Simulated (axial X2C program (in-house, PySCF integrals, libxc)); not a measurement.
## Which molecule has these constants?

Computed with an in-house all-electron X2C program for linear molecules (integrals from PySCF), spin-free (one-electron X2C) or two-component (2c: spin–orbit coupling with atomic mean-field Coulomb and Gaunt terms, which also bring small scalar terms), in Dyall basis sets with cores contracted in-house; open shells are unrestricted.

A two-component CCSD(T) calculation in a Dyall 3-zeta basis gave Re = 2.103 Å, ωe = 349.4 cm⁻¹, De = 0.47 eV, Ω = 1.

Task: Which molecule is it?
A. BeO⁺
B. OF⁺
C. CO⁺
D. NO⁺
E. LiO⁺

Result: E. The others have OF⁺ 1.232 Å and 1395.3 cm⁻¹ (Ω = 1); CO⁺ 1.114 Å and 2351.8 cm⁻¹ (Ω = 1/2); BeO⁺ 1.428 Å and 1258.1 cm⁻¹ (Ω = 3/2); NO⁺ 1.068 Å and 2357.7 cm⁻¹ (Ω = 0).

Frozen shells (counts by l): LiO⁺ O 1s, Li 1s, 6 electrons correlated; OF⁺ F 1s, O 1s, 12 electrons correlated; CO⁺ O 1s, C 1s, 9 electrons correlated; BeO⁺ O 1s, Be 1s, 7 electrons correlated; NO⁺ O 1s, N 1s, 10 electrons correlated. Coupled cluster in natural virtuals with an MP2 remainder. Where the outer core of a metal is frozen, bonds come out longer and ionisation energies lower.

Each entry is the lowest single determinant of a limited PBE0 search at one distance. De goes to single-determinant-based atoms at the same level (for ions the charge split of lowest energy) and is withheld (n/a) where an atom does not fit its ground term or J level. Main or longest-lived isotopes. One determinant is a doubtful description, or other states lie close, for LiO⁺, OF⁺, CO⁺; these need not be ground states, and all values refer to the states named. Some open-shell Ω = 0 determinants are out of reach, so the Ω given for LiO⁺, OF⁺ need not be the lowest component. With several unpaired electrons the Ω given is that of one determinant, not necessarily of the lowest component.
